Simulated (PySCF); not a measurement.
**Correlation energy of Sn²⁺ (tin, charge +2)**

[Kr] 4d10 5s2, closed-shell 1S. Calculation: PySCF 2.14, in x2c-TZVPPall with one added diffuse shell each of s, p, d, f type (9s7p5d3f, 76 functions); the spin-free X2C one-electron Hamiltonian (Gaussian nucleus). Frozen: [Kr] 4d10; 2 electrons correlated.

With two correlated electrons CCSD is exact within the correlated space (frozen core and kept virtual orbitals).

```tsv
level	correlation energy (mhartree)
CCSD	-34.00
```

Diagnostics: T1 = 0.0038, D1 = 0.0054, largest double amplitude 0.100.

Task: Is a single reference adequate?

Result: Mostly. T1 lies below 0.03, but a double amplitude of this size points to a near-degeneracy that CCSD handles and MP2 describes poorly.
